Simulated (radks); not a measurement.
Question: Numerical settings for the vanadium ion V+, [Ar] 3d4. All-electron calculation, scalar-relativistic Kohn-Sham, r2SCAN, spin-polarised, spherical densities, finite nucleus; open shells are filled with parallel spins first; meta-GGA in the generalised Kohn-Sham scheme; Fermi nuclear charge, rms radius 3.6002 fm. Program: a radial shooting solver on a logarithmic mesh with Libxc functionals. The defaults (mesh step 0.008 in ln r, mesh end at 40 bohr or more with all orbitals vanishing there, Anderson mixing 0.5 over 9 steps, residual threshold near 1e-9 with the energy settled to 1e-9 hartree or 1e-11 of itself, here a cap of 52 iterations) give E = -949.060 hartree and 3d at -9.834 eV in 13 iterations. Run on one thread of a shared host, so times are rough (Intel(R) Xeon(R) Platinum 8559C): 0.12 s of CPU time, 0.12 s wall, 13 iterations on 2189 mesh points. One setting is changed at a time: mesh step in ln r 0.12; mesh step in ln r 0.03; mesh step in ln r 0.02; mesh end (bohr) 12; mesh end (bohr) 3; residual threshold 1e-13; residual threshold 0.01; mixing 1.5; linear mixing, mixing 0.2; linear mixing, mixing 0.8; mixing history 2; iteration cap 8. Which runs fail to converge, and which converge to a wrong energy?

Answer: Not converged within the cap: mesh step in ln r 0.12; residual threshold 1e-13; linear mixing, mixing 0.2; linear mixing, mixing 0.8; iteration cap 8. Settings that end as converged yet miss the energy by more than 1 mhartree: mesh end (bohr) 3 (+0.38 hartree).
